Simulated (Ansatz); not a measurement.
Species: sum formula AlBr₂F, charge 0, multiplicity 1. SMILES: [Br][Al]([F])[Br]
Geometry: optimised at B3LYP-D3(BJ)/def2-TZVP (Ansatz, a first-principles code).

Property: vertical triplet-singlet gap (E(triplet) - E(singlet); each state is the SCF solution reached for its spin; for the triplet the Hartree-Fock reference is unstable and T1 is 0.020), in kcal/mol. Correlated levels leave the core frozen unless marked. Open shells are spin-unrestricted. No spin-orbit coupling. The frozen core is the preceding noble-gas configuration, with the filled d and f shells of earlier blocks. No relativistic terms.  The program attaches cautions to a run behind CCSD(T)/def2-SVPD: other roots. The program attaches cautions to a run behind CCSD(T)/def2-QZVPPD: other roots.

```csv
level,program,vertical triplet-singlet gap (kcal/mol)
RI-HF/def2-TZVPPD,Ansatz,142.2
PBE/def2-TZVPD,Ansatz,119.3
B3LYP/def2-TZVPD,Ansatz,128.4
wB97M-V/def2-TZVPD,Ansatz,142.5
wB97X-V/def2-TZVPD,Ansatz,147.2
B2PLYP/def2-TZVPD,Ansatz,137.0
RI-MP2/def2-TZVPPD,Ansatz,157.1
CCSD(T)/def2-SVPD,Ansatz,144.4
CCSD(T)/def2-QZVPPD,Ansatz,145.8
```
